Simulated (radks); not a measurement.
All-electron atom: Tl2+ in [Xe] 4f14 5d10 6s1. Calculated with a radial shooting solver on a logarithmic mesh with Libxc functionals: scalar-relativistic Kohn-Sham, r2SCAN, spin-polarised, spherical densities, finite nucleus; open shells are filled with parallel spins first (spin-orbit coupling, left out, can overturn this in heavy ions); meta-GGA in the generalised Kohn-Sham scheme; Fermi nuclear charge, rms radius 5.4759 fm.

Unscreened Slater integrals over Kohn-Sham orbitals (eV). They are taken over the spin-up orbitals.

integral     value
F0(6s,6s)   10.876
F0(6s,5d)   12.777
G2(6s,5d)   2.9121
F0(6s,5p)   13.404
G1(6s,5p)   1.0473
F0(6s,4f)   14.271
G3(6s,4f)  0.41082
F0(5d,5d)   18.026
F2(5d,5d)   9.3488
F4(5d,5d)   6.2032
F0(5d,5p)   20.415
F2(5d,5p)   10.171
G1(5d,5p)   12.322
G3(5d,5p)   7.6374
F0(5d,4f)   23.379
F2(5d,4f)   5.4916
F4(5d,4f)   2.5523
G1(5d,4f)   1.6800
G3(5d,4f)   1.6366
G5(5d,4f)   1.3256
F0(5p,5p)   24.226
F2(5p,5p)   13.058
F0(5p,4f)   29.927
F2(5p,4f)   9.2076
G2(5p,4f)   3.3035
G4(5p,4f)   2.8491
F0(4f,4f)   53.116
F2(4f,4f)   26.627
F4(4f,4f)   17.014
F6(4f,4f)   12.332
